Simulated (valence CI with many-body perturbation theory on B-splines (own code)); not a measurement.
Level structure of Te31+

Computed by configuration interaction combined with many-body perturbation theory (CI+MBPT): three valence electrons over a frozen Dirac-Fock core [Ar], radial functions for each j: 7 s, 7 p, 8 d, 6 f, 4 g, 1 h, with the one-electron correlation potential Σ1, the two-electron term Σ2, the three-electron term Σ3, Breit, model QED; selected CI, second order for the rest, scaled by the run's own slope (own B-spline code, finite nucleus).

No measured spectrum was set against this ion. As an estimate, large intervals hold to a few tenths of a per cent, small ones and those within an open d or f shell to about a per cent. Only levels of the ground parity were solved; by the run's estimate the other parity begins above the list, which can be wrong where configurations are misplaced.

Levels 1 to 19 of 19, with energies above the lowest level, (3d3/2^3) J=3/2. "Leading %" is the weight of the configuration and term that name the level; weights of strongly mixed levels are sums over their largest components and can fall short, so below about 35 % the name and the second component can differ from the true leading terms, or belong to a minority configuration. In the jj column 3d3/2^4 stands for four electrons in 3d with j = 3/2.

| No. | Configuration | Term | J | E (cm⁻¹) | Leading % | Leading jj | Second component |
| --- | --- | --- | --- | --- | --- | --- | --- |
| 1 | 3d3 | 4F | 3/2 | 0 | 69 | 3d3/2^3 (86 %) | 24 % 3d3 2D |
| 2 | 3d3 | 4F | 5/2 | 70211 | 91 | 3d3/2^2 3d5/2 (95 %) | 8 % 3d3 2D |
| 3 | 3d3 | 4F | 7/2 | 108800 | 67 | 3d3/2^2 3d5/2 (75 %) | 27 % 3d3 2G |
| 4 | 3d3 | 4P | 3/2 | 113810 | 43 | 3d3/2^2 3d5/2 (89 %) | 32 % 3d3 2P |
| 5 | 3d3 | 2G | 9/2 | 123400 | 42 | 3d3/2^2 3d5/2 (87 %) | 33 % 3d3 4F |
| 6 | 3d3 | 4P | 1/2 | 133670 | 66 | 3d3/2^2 3d5/2 (98 %) | 34 % 3d3 2P |
| 7 | 3d3 | 2G | 7/2 | 195540 | 65 | 3d3/2 3d5/2^2 (83 %) | 32 % 3d3 4F |
| 8 | 3d3 | 4P | 5/2 | 202780 | 80 | 3d3/2^2 3d5/2 (50 %) | 14 % 3d3 2D |
| 9 | 3d3 | 2H | 9/2 | 206990 | 50 | 3d3/2 3d5/2^2 (77 %) | 49 % 3d3 4F |
| 10 | 3d3 | 2D | 3/2 | 233840 | 43 | 3d3/2 3d5/2^2 (97 %) | 42 % 3d3 4P |
| 11 | 3d3 | 2P | 1/2 | 246260 | 66 | 3d3/2 3d5/2^2 (98 %) | 34 % 3d3 4P |
| 12 | 3d3 | 2H | 11/2 | 258820 | 100 | 3d3/2 3d5/2^2 (100 %) |  |
| 13 | 3d3 | 2D | 5/2 | 277470 | 92 | 3d3/2 3d5/2^2 (67 %) | 6 % 3d3 4F |
| 14 | 3d3 | 2F | 5/2 | 297840 | 76 | 3d3/2 3d5/2^2 (71 %) | 12 % 3d3 2D |
| 15 | 3d3 | 2F | 7/2 | 310660 | 91 | 3d3/2 3d5/2^2 (92 %) | 8 % 3d3 2G |
| 16 | 3d3 | 2G | 9/2 | 321300 | 58 | 3d5/2^3 (88 %) | 24 % 3d3 2H |
| 17 | 3d3 | 2P | 3/2 | 342630 | 56 | 3d5/2^3 (70 %) | 30 % 3d3 2D |
| 18 | 3d3 | 2D | 3/2 | 438770 | 95 | 3d3/2 3d5/2^2 (70 %) |  |
| 19 | 3d3 | 2D | 5/2 | 458440 | 74 | 3d5/2^3 (79 %) | 19 % 3d3 2F |

The ionisation energy to 3d2 3F_2 of the next ion comes out as 1889.2 eV (NIST: 1889 ± 4 eV (theoretical)). All 19 levels together are meant to be complete up to 476770 cm⁻¹.
